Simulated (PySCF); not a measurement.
NbOCl, SMILES [O]=[Nb][Cl] (connectivity only; charge and spin as stated), neutral, multiplicity 3. Atoms are numbered in the order given.

```xyz
3

Nb     0.2960    -0.4529     0.0000
O     -1.0362    -1.4959     0.0000
Cl    -0.2261     1.7963     0.0000
```
Charge 0, spin multiplicity 3.

Coordinates come from a r2SCAN-D4/def2-TZVP optimisation. The spin state was assumed, not searched. The def2 effective core potentials stand for the cores of Nb; spin–orbit coupling is left out.

These are B3LYP/def2-TZVPD run with PySCF values and carry that method's errors.

Mulliken values depend strongly on the basis, most of all with diffuse functions as here. ESP charges are fitted to the potential on shells at 1.4 to 2.0 van der Waals radii. Atomic charges (e):

```csv
atom,ESP fit,Mulliken,Mulliken spin
Nb1,(withheld),1.15,2.10
O2,(withheld),-0.65,-0.10
Cl3,(withheld),-0.49,0.00
```

What belongs in the gaps? (An estimate is asked for; the answer gives what the named calculation found.)


- Nb1, ESP fit: 0.79
- O2, ESP fit: -0.46
- Cl3, ESP fit: -0.33
